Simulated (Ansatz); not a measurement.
`O[SiH](F)[TeH]` and `O[SiH](F)[NH][GeH3]` differ in one atom or group.

Ansatz, PBE0-D4/def2-TZVP geometries, multiplicity 1. Each molecule was computed in one conformer, which needn't be the lowest.

Elements past krypton have def2 core potentials. Scalar relativity is left out up to krypton.

```tsv
property	`O[SiH](F)[TeH]`
HOMO–LUMO gap (PBE0/def2-TZVPP) / eV	5.99
zero-point energy (PBE0-D4/def2-TZVP) / kJ/mol	87.9
HOMO–LUMO gap (B3LYP/def2-TZVPP) / eV	5.53
LUMO energy (ωB97M-V/def2-TZVPP) / eV	1.00
HOMO energy (ωB97M-V/def2-TZVPP) / eV	-8.91
LUMO energy (B3LYP/def2-TZVPP) / eV	-1.08
```

Problem. What does the change do to each property? (Best estimate.)

Solution. Computed: 
```json
{"property": "HOMO–LUMO gap (PBE0/def2-TZVPP) / eV", "`O[SiH](F)[NH][GeH3]`": "7.92", "shift": "1.93"}
{"property": "zero-point energy (PBE0-D4/def2-TZVP) / kJ/mol", "`O[SiH](F)[NH][GeH3]`": "173.6", "shift": "85.7"}
{"property": "HOMO–LUMO gap (B3LYP/def2-TZVPP) / eV", "`O[SiH](F)[NH][GeH3]`": "7.40", "shift": "1.87"}
{"property": "LUMO energy (ωB97M-V/def2-TZVPP) / eV", "`O[SiH](F)[NH][GeH3]`": "1.78", "shift": "0.78"}
{"property": "HOMO energy (ωB97M-V/def2-TZVPP) / eV", "`O[SiH](F)[NH][GeH3]`": "-10.05", "shift": "-1.14"}
{"property": "LUMO energy (B3LYP/def2-TZVPP) / eV", "`O[SiH](F)[NH][GeH3]`": "-0.10", "shift": "0.98"}
```

With PBE0 the HOMO falls by 0.91 eV and the LUMO rises by 1.02 eV, so the gap widens by about 1.93 eV. PBE moves the HOMO by -0.57 eV and ωB97M-V by -1.14 eV. The zero-point energy changes by 85.7 kJ/mol with +12 modes.

B3LYP here is the variant with VWN-RPA as its local correlation; programs differ in this.

Spin–orbit coupling is left out; it splits and shifts lone-pair levels of the heavy atoms by tenths of an eV.
